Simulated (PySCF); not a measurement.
B2GeH5O, CH6AlBGe (calculated)

Computed with PySCF 2.14.0. Calculation on a computer-drawn molecule: the log of a Hartree-Fock and frozen-core CCSD(T) single point meant for a local Hartree-Fock minimum, with one planted fault or none, to be diagnosed. Offsets are logged minus clean, where the clean run is the same molecule without the fault. The reference is restricted for singlets and unrestricted otherwise, and also for a bond in bohr or an excited solution. Adding or removing an electron swaps singlet and doublet. The excited solution moves the top pair (singlet) or top alpha electron (doublet) to the lowest empty orbital. Highest occupied and lowest empty are orbital energies over both spins, largest force is the largest gradient component, triples share is (T) over the correlation energy, the T1 limit is 0.02 restricted and 0.045 unrestricted, electrons count all cores, a negative frequency is imaginary (commonest isotopes), and the dipole is about the centre of nuclear charge; on germanium a core potential holds 10 electrons, which the energies leave out, and 3d is frozen in MP2 and coupled-cluster steps.

Common to all runs: meant multiplicity 1; meant basis and core potential on germanium cc-pVDZ-PP ECP10MDF; logged SCF converged yes; logged CC converged yes; logged SCF stable within its kind yes; possible faults no fault, one electron removed, one electron added, multiplicity raised by two, geometry at a saddle point, SCF held on an excited solution, minimal basis STO-3G, one bond length entered in bohr, all coordinates scaled.

(1) 
```xyz
9
formula=B2GeH5O meant_charge=1 meant_basis=cc-pVDZ logged_electrons=55 logged_basis_functions=90 logged_spin_squared=0.7689 logged_highest_occupied=-6.2423 logged_lowest_empty=1.2331 logged_largest_force=0.041053 logged_T1_diagnostic=0.035314 logged_D1_diagnostic=0.20725 logged_triples_share=0.025079 logged_dipole_magnitude=0.91786 logged_energy_HF=-420.42809 logged_energy_CCSD(T)=-420.91432 planted_fault=one_electron_added HF_energy_offset_from_clean_run=-126.8 CCSD(T)_energy_offset_from_clean_run=-132.5
B      1.4735     0.8455     1.5633
B     -0.1714     0.6458     1.2626
Ge    -1.0426     1.0333    -0.5921
O     -0.9838    -0.2843    -1.6817
H      1.8858     1.8993     1.9498
H      2.2216    -0.0700     1.3893
H     -0.9835     0.2729     2.0548
H     -1.7322     2.2630    -1.1560
H     -1.3709    -0.2393    -2.5509
```

Units: logged_highest_occupied, logged_lowest_empty in eV; logged_largest_force in hartree/bohr; logged_dipole_magnitude in debye; logged_energy_HF, logged_energy_CCSD(T) in hartree; HF_energy_offset_from_clean_run, CCSD(T)_energy_offset_from_clean_run in kcal/mol.

Drawn bonds:
```csv
atom,other atom,order
1,2,1
2,3,1
3,4,1
1,5,1
1,6,1
2,7,1
3,8,1
4,9,1
```

(2) 
```xyz
10
formula=CH6AlBGe meant_charge=0 meant_basis=cc-pV(D+d)Z logged_electrons=62 logged_basis_functions=104 logged_spin_squared=0.8624 logged_highest_occupied=-8.3356 logged_lowest_empty=1.1285 logged_largest_force=0.0059567 logged_T1_diagnostic=0.040787 logged_D1_diagnostic=0.18148 logged_triples_share=0.040208 logged_dipole_magnitude=2.1964 logged_energy_HF=-601.19955 logged_energy_CCSD(T)=-601.6295
B     -1.9230    -0.1221    -1.5825
C     -1.2492    -0.3466    -0.4089
Al     0.2971     0.8088    -0.3941
Ge     1.9095     0.8207     1.5226
H     -2.4098     0.1561    -2.6164
H     -1.4493    -1.0129     0.4187
H      0.5291     1.7617    -1.6408
H      1.1139    -0.9673     3.6714
H      3.3197     0.3899     1.0808
H      2.0554     2.2241     2.1373
```

Units: logged_highest_occupied, logged_lowest_empty in eV; logged_largest_force in hartree/bohr; logged_dipole_magnitude in debye; logged_energy_HF, logged_energy_CCSD(T) in hartree.

Drawn bonds:
```csv
atom,other atom,order
1,2,2
2,3,1
3,4,1
1,5,1
2,6,1
3,7,1
4,8,1
4,9,1
4,10,1
```

Q: Which fault was planted in the run of CH6AlBGe (entry 2)?
A: one bond length entered in bohr, row 7 of the drawn bonds

Further results for CH6AlBGe (entry 2):

* HF energy offset from clean run: 60.7 kcal/mol
* CCSD(T) energy offset from clean run: 69.62 kcal/mol
